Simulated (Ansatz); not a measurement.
`SCC1BS1`, charge 0, multiplicity 1.

**Question.** Give a relaxed structure at PBE0-D4/def2-TZVP (Ansatz 0.2.0). (Estimate.)

**Answer.** Computed: 
```xyz
10

S    -0.908    0.303   -2.014
C    -0.794   -0.526   -0.405
C     0.587   -0.401    0.177
B     0.975    0.676    1.196
S     0.784   -0.858    1.989
H    -0.633    1.539   -1.568
H    -1.552   -0.135    0.276
H    -1.046   -1.568   -0.615
H     1.361   -0.840   -0.448
H     1.225    1.811    1.413
```
This is one stationary point; other conformers may exist.
